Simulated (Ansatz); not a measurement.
`FC1=C(F)[C@@H](F)[C@@H]1F`, relaxed with RKS PBE0-D4/def2-TZVP in the Gaussian-basis code of Ansatz from a PBE-D4/def2-SVP geometry. The force threshold is 0.005 eV/Å; the program also tests the step.

Charge 0, multiplicity 1.

Start:

```xyz
10

F     0.050    0.570    2.390
C     0.055    0.173    1.129
C     0.580   -0.874    0.452
F     1.224   -1.980    0.785
C     0.149   -0.361   -0.894
F    -0.698   -1.184   -1.606
C    -0.546    0.802   -0.098
F    -0.109    2.075   -0.398
H     0.947    0.015   -1.570
H    -1.653    0.764   -0.191
```

(1) By how much does the energy fall, and how many steps does the optimiser take? (Best estimate.)

(2) Which bonds change most? (Best estimate.)

(3) Give the relaxed structure. (Estimate.)

Answers

(1) Ansatz gave: 5.25 kJ/mol, in 5 steps.

(2) Computed: C2–C3 from 1.353 to 1.331 Å; C7–H10 from 1.112 to 1.092 Å; C5–H9 from 1.112 to 1.092 Å; C5–C7 from 1.571 to 1.555 Å.

(3) The calculation gave: 
```xyz
10

F     0.026    0.548    2.367
C     0.047    0.162    1.117
C     0.583   -0.857    0.449
F     1.237   -1.943    0.774
C     0.150   -0.355   -0.886
F    -0.700   -1.180   -1.578
C    -0.545    0.792   -0.098
F    -0.090    2.052   -0.388
H     0.926   -0.002   -1.568
H    -1.633    0.783   -0.191
```
